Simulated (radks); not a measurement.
The numbers below are computed, except where a source is named.
Question: Species: Ce II. Configuration: [Xe] 4f1 5d2 (the NIST ground configuration). Level of theory: non-relativistic Kohn-Sham, TPSS, spin-polarised, spherical densities, point nucleus; open shells are filled with parallel spins first (spin-orbit coupling, left out, can overturn this in heavy ions); meta-GGA in the generalised Kohn-Sham scheme; relativity is left out, which matters for an element this heavy (a radial shooting solver on a logarithmic mesh with Libxc functionals). Some entries of the table are withheld. Estimate them.

| orbital | occ. | eigenvalue (eV) | <1/r> (bohr^-1) |
|---|---|---|---|
| 1s down | 1 | -38336.60 | 57.48 |
| 1s up | 1 | -38336.60 | 57.48 |
| 2s up | 1 | -5963.313 | 13.27 |
| 2s down | 1 | -5963.255 | 13.27 |
| 2p up | 3 | -5637.571 | 13.29 |
| 2p down | 3 | -5637.530 | 13.29 |
| 3s up | 1 | -1287.398 | 4.928 |
| 3s down | 1 | -1287.114 | 4.929 |
| 3p up | 3 | -1146.572 | 4.856 |
| 3p down | 3 | -1146.290 | 4.857 |
| 3d up | 5 | -885.3843 | 4.735 |
| 3d down | 5 | -885.1258 | 4.736 |
| 4s up | 1 | -262.4584 | 2.078 |
| 4s down | 1 | -261.6282 | 2.078 |
| 4p up | 3 | -209.8300 | 1.985 |
| 4p down | 3 | -208.9754 | 1.985 |
| 4d up | 5 | -117.8290 | 1.780 |
| 4d down | 5 | -116.9214 | 1.780 |
| 5s up | 1 | (1) | (2) |
| 5s down | 1 | (3) | (4) |
| 5p up | 3 | -27.1532 | 0.7199 |
| 5p down | 3 | -25.8638 | 0.7235 |
| 4f up | 1 | -12.1528 | 1.260 |
| 4f down | 0 | -11.0856 | 1.265 |
| 5d up | 2 | -7.7964 | (5) |
| 5d down | 0 | -6.5337 | (6) |

Answer: 
(1) 5s up eigenvalue (eV): -41.1864
(2) 5s up <1/r> (bohr^-1): 0.8149
(3) 5s down eigenvalue (eV): -40.0188
(4) 5s down <1/r> (bohr^-1): 0.8188
(5) 5d up <1/r> (bohr^-1): 0.4781
(6) 5d down <1/r> (bohr^-1): 0.4689
